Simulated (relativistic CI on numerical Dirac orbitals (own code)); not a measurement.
**Tc²⁺: resonant inelastic scattering at the M2,3 edge**

Computed with this model: Dirac-Coulomb-Breit CI, separate exchange-only KLI orbitals for each configuration, QED by a radiative potential, Kramers-Heisenberg scattering through one core-hole configuration in a parametric crystal field, unscaled Slater integrals; configurations [Kr] 4d5 → [Ne] 3s2 3p5 3d10 4s2 4p6 4d6; 10 K; core-hole width 3 eV; summed over polarisations. Incident energies are the highest absorption maxima for each field (at most a few, so the weaker spin-orbit partner edge can be absent), on the computed scale of the free ion. Intensities are in per cent of the strongest line above 0.02 eV; levels within 1 cm⁻¹ are merged; final levels count from the ground level, the first row holds all elastic scattering, lines under 0.4 are left out and each table stops after 24 rows. The scale of the Slater integrals is a model choice and moves the terms in proportion.

Field parameters in Wybourne normalisation: Oh B⁴₀ = 21Dq, B⁴₄ = √(5/14) B⁴₀. The field is a parameter set, without covalency.

S is read from ⟨S²⟩ = S(S + 1).

Oh, 10Dq = 4700 cm⁻¹:

```
Final level (eV)  Degeneracy  Irrep     S  431.8 eV  452.2 eV
           0.000           6  Γ7+Γ8  2.50    5139.2     698.9
           2.590           2     Γ7  1.48      28.6      12.7
           2.606           4     Γ8  1.50      56.1      28.5
           2.619           4     Γ8  1.50      12.9       4.1
           2.637           2     Γ6  1.50       6.1       2.8
           2.850           2     Γ7  1.49       1.7       3.1
           2.874           4     Γ8  1.49       8.1      12.2
           2.907           2     Γ6  1.50       2.6       2.0
           2.911           4     Γ8  1.50       5.4       2.2
           2.963           4     Γ8  1.49       2.3       1.7
           2.967           2     Γ7  1.49       1.4       1.3
           2.974           2     Γ6  1.50       2.2       2.0
           2.975           4     Γ8  1.50       4.3       6.0
           3.469           4     Γ8  1.50      63.0      32.9
           3.508           2     Γ6  1.50      47.2      35.9
           3.546           4     Γ8  1.48     100.0      69.6
           3.578           2     Γ7  1.37      35.0      22.4
           3.590           2     Γ7  1.08      39.0      32.4
           3.623           4     Γ8  1.47      92.0      77.8
           3.635           2     Γ7  1.23      45.4      38.8
           3.659           2     Γ6  1.49      34.0      30.5
           3.733           4     Γ8  0.58       6.5       5.5
           3.814           2     Γ6  1.50      10.7       6.0
           3.814           4     Γ8  1.48      82.1      57.5
```

Oh, 10Dq = 10650 cm⁻¹:

```csv
Final level (eV),Degeneracy,Irrep,S,431.7 eV,452.1 eV
0.000,6,Γ7+Γ8,2.49,4350.0,573.6
1.869,2,Γ7,1.39,38.2,15.2
1.917,4,Γ8,1.48,74.8,33.3
1.947,4,Γ8,1.50,20.3,7.9
1.969,2,Γ6,1.50,8.0,4.1
2.309,2,Γ7,0.82,4.9,3.2
2.393,4,Γ8,0.98,21.9,16.6
2.502,2,Γ7,1.42,9.0,8.8
2.518,2,Γ6,1.50,17.2,12.4
2.521,4,Γ8,1.49,30.2,18.8
2.556,4,Γ8,1.21,20.5,17.3
2.945,4,Γ8,1.44,8.7,5.2
2.958,2,Γ7,1.47,5.7,3.6
2.969,2,Γ6,1.48,7.0,4.6
2.974,4,Γ8,1.49,13.9,10.6
3.286,2,Γ7,0.82,22.8,15.8
3.327,4,Γ8,1.48,46.5,23.0
3.333,2,Γ6,1.45,34.7,22.1
3.348,4,Γ8,0.62,1.5,0.9
3.411,4,Γ8,1.49,100.0,66.0
3.427,2,Γ6,0.64,0.9,0.3
3.506,2,Γ7,1.27,44.0,29.8
3.532,2,Γ7,0.75,7.6,6.6
3.534,4,Γ8,0.63,4.3,4.0
```

Oh, 10Dq = 16550 cm⁻¹:

```tsv
Final level (eV)	Degeneracy	Irrep	S	431.2 eV	451.6 eV
0.000	2	Γ7	2.49	4675.5	514.9
0.000	4	Γ8	2.49	69.4	37.9
0.819	2	Γ7	0.70	21.8	8.2
1.008	4	Γ8	0.74	23.4	11.1
1.249	4	Γ8	1.50	53.5	24.3
1.274	2	Γ6	1.50	11.0	6.9
1.294	4	Γ8	1.38	66.1	30.6
1.310	2	Γ7	1.41	54.8	24.1
1.913	2	Γ6	1.50	28.0	26.4
1.915	2	Γ7	1.49	25.5	20.7
1.916	4	Γ8	1.50	59.2	46.4
1.922	4	Γ8	1.49	75.7	61.0
2.598	4	Γ8	0.62	4.0	1.6
2.629	2	Γ7	0.55	8.9	4.6
2.701	2	Γ6	0.61	1.2	0.8
2.802	2	Γ7	0.85	6.3	2.7
2.856	4	Γ8	0.78	9.4	4.5
3.003	4	Γ8	1.43	19.2	10.0
3.010	2	Γ6	1.44	13.8	6.7
3.034	4	Γ8	1.34	18.3	9.3
3.053	2	Γ7	1.29	8.1	4.2
3.084	4	Γ8	0.64	11.1	6.0
3.287	2	Γ6	1.46	32.2	19.9
3.309	4	Γ8	1.42	52.6	28.8
```

For the first field the strongest loss at the lowest incident energy is the level at 3.55 eV (S = 1.48, against 2.50 in the thermal ground state). Levels of other spin, the first over 8 % at 2.59 eV, appear because spin-orbit coupling of the core hole, and in heavier ions of the valence shell too, mixes spins.
